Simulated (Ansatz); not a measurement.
Born–Oppenheimer molecular dynamics of C4H8FNO (15 atoms, charge 0, multiplicity 1). It starts from a relaxed structure.

These are results of RKS PBE0/STO-3G (Ansatz), not measurements.

| Property | Result |
| --- | --- |
| ensemble | NVE (velocity Verlet) |
| time step | 0.5 fs |
| steps asked | 150 |
| starting velocities drawn for | 1000 K |
| seed | 19958 |

First frame:

```xyz
15
Properties=species:S:1:pos:R:3
C -0.321 -2.367 -0.179
C -0.865 -0.941 -0.500
F -1.077 -0.789 -1.877
C 0.142 0.143 0.020
O -0.523 1.448 -0.105
C 0.316 2.467 0.339
N 1.519 2.230 0.798
H 0.660 -2.519 -0.645
H -1.014 -3.126 -0.563
H -0.222 -2.496 0.906
H -1.829 -0.795 0.045
H 0.411 -0.054 1.077
H 1.076 0.125 -0.576
H -0.209 3.438 0.232
H 1.913 3.187 1.058
```

Problem. How far do the bonds stretch over the last three quarters of this one trajectory? (Pairs bonded in most of those frames.)

Solution. 
| bond | mean (Å) | spread (Å) | shortest | longest |
| --- | --- | --- | --- | --- |
| C1–C2 | 1.574 | 0.023 | 1.54 | 1.62 |
| C1–H8 | 1.102 | 0.013 | 1.08 | 1.13 |
| C1–H9 | 1.102 | 0.028 | 1.05 | 1.15 |
| C1–H10 | 1.106 | 0.049 | 1.03 | 1.18 |
| C2–F3 | 1.412 | 0.024 | 1.38 | 1.47 |
| C2–C4 | 1.593 | 0.045 | 1.54 | 1.68 |
| C2–H11 | 1.118 | 0.010 | 1.10 | 1.13 |
| C4–O5 | 1.474 | 0.027 | 1.42 | 1.51 |
| C4–H12 | 1.111 | 0.017 | 1.08 | 1.14 |
| C4–H13 | 1.112 | 0.036 | 1.05 | 1.17 |
| O5–C6 | 1.400 | 0.017 | 1.37 | 1.43 |
| C6–N7 | 1.316 | 0.027 | 1.27 | 1.37 |
| C6–H14 | 1.115 | 0.030 | 1.07 | 1.16 |
| N7–H15 | 1.083 | 0.073 | 0.97 | 1.19 |

Mean temperature of the second half: 542 K. The conserved energy stayed within 1 meV per atom of its start (net change 0.32 meV per atom), so the integration is sound. The temperature averaged 0.54 of the 1000 K drawn at the start: a run that starts near a minimum puts about half its kinetic energy into the potential. A run of 0.075 ps of so small a system gives no equilibrium averages. Limits of this set-up: minimal basis.

Time of the run: 6.9 min on 1 thread of Intel(R) Xeon(R) Platinum 8488C (Sapphire Rapids), on a shared host, peak memory 0.22 GiB.
